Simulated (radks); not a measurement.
Results of a calculation; reference values are marked as such.
Effect of the nuclear size on the potassium ion K+, [Ar]. Code: a radial shooting solver on a logarithmic mesh with Libxc functionals. Model: Dirac Kohn-Sham, LDA (Slater exchange, Perdew-Wang correlation), spin-unpolarised, spherical densities, finite nucleus; Fermi nuclear charge, rms radius 3.4349 fm. The rms radius is varied about that value; shifts are against it.

rms radius (fm) = 2.7926: total energy shift (eV) -0.00795; density at nucleus (e/bohr^3) 5178; 1s1/2 shift (meV) -3.36; 2s1/2 shift (meV) -0.260
rms radius (fm) = 3.2529: total energy shift (eV) -0.00241; density at nucleus (e/bohr^3) 5159; 1s1/2 shift (meV) -1.02; 2s1/2 shift (meV) -0.079
rms radius (fm) = 3.4349: total energy shift (eV) 0; density at nucleus (e/bohr^3) 5153; 1s1/2 shift (meV) 0.000; 2s1/2 shift (meV) 0.000
rms radius (fm) = 3.7303: total energy shift (eV) 0.00419; density at nucleus (e/bohr^3) 5143; 1s1/2 shift (meV) 1.77; 2s1/2 shift (meV) 0.137
rms radius (fm) = 4.0807: total energy shift (eV) 0.00960; density at nucleus (e/bohr^3) 5132; 1s1/2 shift (meV) 4.06; 2s1/2 shift (meV) 0.314

Slopes of the eigenvalues against <r^2> in GHz/fm^2, as finite differences over the two radii next to the reference (eigenvalue slopes, not the field-shift constants of lines): 1s1/2 202, 2s1/2 15.7.
